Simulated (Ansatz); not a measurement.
Diatomic GeP, multiplicity 4 (an upper state: multiplicity 2 came lower at CCSD(T)/def2-TZVPP on PBE0 minima). No spin–orbit coupling. Ge is treated without relativity.

Constants: fifth-degree fit in 1/R to seven points, most abundant isotopes. Runs in def2 and cc sets follow the lowest solution found near the PBE0 minimum.

Correlated levels freeze the inner cores; with def2 sets outer-core shells near the valence are correlated too.

The values were computed with Ansatz (a first-principles code). Each number belongs to the level named beside it.

| level | r_e (Å) | ω_e (cm⁻¹) | ω_e x_e (cm⁻¹) | dipole (D) |
|---|---|---|---|---|
| PBE/def2-TZVPP | 2.456 | 312 | 1.1 | 0.48 |
| PBE0/def2-TZVPP | 2.428 | 328 | 1.1 | 0.56 |
| wB97X-V/def2-TZVPP | 2.414 | ? | 1.0 | 0.67 |
| CCSD/def2-TZVPP | 2.429 | 327 | 1.2 | - |
| CCSD(T)/def2-TZVPP | ? | ? | 1.2 | - |

What belongs in the gaps?


- CCSD(T)/def2-TZVPP, r_e (Å): 2.436
- CCSD(T)/def2-TZVPP, ω_e (cm⁻¹): 322
- wB97X-V/def2-TZVPP, ω_e (cm⁻¹): 337
